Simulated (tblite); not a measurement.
Species: C5H10Se.
Structure used (GFN2-xTB), in Å, numbered top down from 1:
```xyz
16
C5H10Se angstrom
C      2.6314   -0.3489    0.8973
C      1.6812    0.0624   -0.2258
C      0.5819    0.9360    0.2816
C     -0.7088    0.6401    0.2301
Se    -1.4411   -0.9488   -0.5225
C     -3.3105   -0.5295   -0.1565
H      3.4266   -0.9803    0.5086
H      3.0799    0.5287    1.3583
H      2.0913   -0.9024    1.6619
H      1.2408   -0.8301   -0.6842
H      2.2443    0.5995   -0.9947
H      0.8880    1.8690    0.7387
H     -1.4675    1.3048    0.6200
H     -3.4541   -0.4235    0.9162
H     -3.5818    0.3877   -0.6744
H     -3.9093   -1.3558   -0.5298
```

Computed with GFN2-xTB (tblite): harmonic, unscaled wavenumbers at the GFN2-xTB geometry, gas phase. Against measured fundamentals such values can be off by several per cent, at times by over 20. One conformer, not necessarily the lowest.

Harmonic wavenumbers (cm⁻¹): 31.4, 42.3, 133.4, 139.7, 193.5, 225.6, 251.6, 429.3, 494.2, 575.1, 641.4, 721.8, 825.6, 866.4, 877.7, 880.7, 927.6, 1063.3, 1084.2, 1090.1, 1204.4, 1239.2, 1264.3, 1287.9, 1325.2, 1407.8, 1436.1, 1440.2, 1462.5, 1498.3, 1502.6, 1662.2, 2933.1, 2949.5, 3001.8, 3010.8, 3029.2, 3031.3, 3034.6, 3037.7, 3041.0, 3046.7.

A = 6420, B = 1058, C = 966.8 MHz; mass 149.995 u (most abundant isotopes); point group C1, symmetry number 1.

What is the zero-point energy?

Half the sum of the wavenumbers: 29171 cm⁻¹ = 348.96 kJ/mol.

What is S at 298.15 K and 1 bar for an ideal gas of classical rigid rotors and harmonic oscillators?

Translation 171.35, rotation 118.34, vibration 110.22: S = 399.9 J/(mol K).

And Cp and H(298.15 K) − H(0)?

Cp = 132.32 J/(mol K), of which vibrations give 99.07 (their classical limit is 42 R = 349.2); H(298.15 K) − H(0) = 25.79 kJ/mol without the zero-point energy, 15.88 from vibrations.

Which modes carry the vibrational entropy at 298.15 K?

31.4 cm⁻¹: 24.01; 42.3 cm⁻¹: 21.54; 133.4 cm⁻¹: 12.12; 139.7 cm⁻¹: 11.75; 193.5 cm⁻¹: 9.18; 225.6 cm⁻¹: 8.01 J/(mol K); the other 36 give 23.61 together.

How do the functions run with temperature in this model?

```tsv
T (K)	S (J/(mol K))	Cp (J/(mol K))	H − H(0) (kJ/mol)	G − H(0) (kJ/mol)	ln q(vib)
150	326.3	88.3	9.56	-39.39	3.49
250	378.0	117.1	19.79	-74.71	5.80
400	443.3	164.3	40.91	-136.41	9.00
600	520.2	215.8	79.20	-232.93	13.05
900	618.3	267.7	152.32	-404.18	18.75
```

q(vib) and H(0) count from the zero-point level.

Blend soft modes into free rotors: weight 1/[1 + (100 cm⁻¹/ν̃)⁴] for the oscillator and the rest for a rotor with moment μB/(μ + B), μ = h/(8π²ν), B = 10⁻⁴⁴ kg m². What vibrational entropy results?

96.69 J/(mol K) in place of 110.22, which changes −T·S at 298.15 K by +4.04 kJ/mol.

Hindered rotation and anharmonicity are outside this model. Other conformers, if any are populated, would add a mixing term that is left out. The structure is chiral; the term R ln 2 for an equal mix with its mirror image is left out.
